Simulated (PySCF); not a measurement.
Predicted microwave data (PBE0/pcSseg-1 in PySCF (dipole) on a GFN2-xTB geometry, gas phase) for one isomer of C3H12SSi3:

```
Rotational constants : A = 2878, B = 439.0, C = 417.0 MHz
Dipole components    : |μa| = 0.69 D, |μb| = 0.59 D, |μc| = 0.89 D
Inertial defect      : -114.66 u·Å²
κ                    : -0.98
```

Question: Which structure is it? (One computed conformer of each.)
A. `[CH3:1][C:2](=[S:3])[CH2:4][SiH:5]([SiH3:6])[SiH3:7]` with C1–C2–C4–Si5 93°, C2–C4–Si5–Si6 -177°
B. `[CH2:1]=[CH:2][SiH2:3][CH2:4][SiH2:5][S:6][SiH3:7]` with C1–C2–Si3–C4 10°, C2–Si3–C4–Si5 70°, Si3–C4–Si5–S6 -176°, C4–Si5–S6–Si7 -168°
C. `[CH3:1][S:2][Si@@H:3]1[SiH2:4][CH2:5][C@@H:6]1[SiH3:7]` with C1–S2–Si3–Si4 -85°, S2–Si3–Si4–C5 -102°, Si3–Si4–C5–C6 -10°, Si4–C5–C6–Si7 143°, S2–Si3–C6–C5 106°
D. `[CH2:1]=[CH:2][SiH2:3][SiH2:4][SiH2:5][S:6][CH3:7]` with C1–C2–Si3–Si4 -108°, C2–Si3–Si4–Si5 -13°, Si3–Si4–Si5–S6 -47°, Si4–Si5–S6–C7 177°
E. `[SiH3:1][CH2:2][C@@H:3]1[CH2:4][Si@@H:5]([SH:6])[SiH2:7]1` with Si1–C2–C3–C4 -62°, C4–Si5–S6–H 47°, C2–C3–C4–Si5 -136°, C3–C4–Si5–S6 -107°, C4–Si5–Si7–C3 -7°, C2–C3–Si7–Si5 132°

Answer: B. It is C=C[SiH2]C[SiH2]S[SiH3], a near-prolate asymmetric top, point group C1. The candidates at the same level (rigid rotor, commonest isotopes):

```json
{"SMILES": "[SiH3]C[C@@H]1C[Si@@H](S)[SiH2]1", "A (MHz)": "2251", "B (MHz)": "554.8", "C (MHz)": "483.2", "μa (D)": "1.48", "μb (D)": "0.91", "μc (D)": "0.18", "Δ (u·Å²)": "-89.37", "point group": "C1", "rotor": "near-prolate asymmetric top"}
{"SMILES": "CS[Si@@H]1[SiH2]C[C@@H]1[SiH3]", "A (MHz)": "1389", "B (MHz)": "954.2", "C (MHz)": "627.8", "μa (D)": "0.51", "μb (D)": "1.55", "μc (D)": "0.74", "Δ (u·Å²)": "-88.54", "point group": "C1", "rotor": "asymmetric top"}
{"SMILES": "C=C[SiH2]C[SiH2]S[SiH3]", "A (MHz)": "2878", "B (MHz)": "439.0", "C (MHz)": "417.0", "μa (D)": "0.69", "μb (D)": "0.59", "μc (D)": "0.89", "Δ (u·Å²)": "-114.66", "point group": "C1", "rotor": "near-prolate asymmetric top"}
{"SMILES": "CC(=S)C[SiH]([SiH3])[SiH3]", "A (MHz)": "1580", "B (MHz)": "716.3", "C (MHz)": "557.3", "μa (D)": "1.49", "μb (D)": "2.10", "μc (D)": "0.95", "Δ (u·Å²)": "-118.54", "point group": "C1", "rotor": "asymmetric top"}
{"SMILES": "C=C[SiH2][SiH2][SiH2]SC", "A (MHz)": "1511", "B (MHz)": "697.1", "C (MHz)": "549.3", "μa (D)": "0.47", "μb (D)": "0.22", "μc (D)": "1.34", "Δ (u·Å²)": "-139.49", "point group": "C1", "rotor": "asymmetric top"}
```

`CS[Si@@H]1[SiH2]C[C@@H]1[SiH3]` has B 117 % too high; `[SiH3]C[C@@H]1C[Si@@H](S)[SiH2]1` has B 26 % too high; `CC(=S)C[SiH]([SiH3])[SiH3]` has B 63 % too high; `C=C[SiH2][SiH2][SiH2]SC` has B 59 % too high. No structure here is proved a minimum.
